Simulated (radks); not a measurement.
The numbers below are computed, except where a source is named.
Question: Ionisation of Dy2+, [Xe] 4f10, to Dy3+, [Xe] 4f9, under several functionals. Dirac Kohn-Sham, spin-unpolarised, spherical densities, finite nucleus; open shells fill j = l - 1/2 first; a radial shooting solver on a logarithmic mesh with Libxc functionals. The NIST Atomic Spectra Database gives 22.89 eV (semi-empirical). Rank these functionals by the error of their Delta-SCF ionisation energy: revPBE; PBE; BLYP; exchange-only B88; B86b exchange with PBE correlation.

Answer: From best to worst: exchange-only B88 23.756 eV (+0.866); BLYP 24.908 eV (+2.018); revPBE 24.991 eV (+2.101); PBE 25.061 eV (+2.171); B86b exchange with PBE correlation 25.078 eV (+2.188). Spin polarisation and multiplet splitting are left out, so open shells lie too high by an amount that depends on their filling.

Beside tabulated values, note that spin-unpolarised runs miss the spin-polarisation part of the exchange energy of open shells.
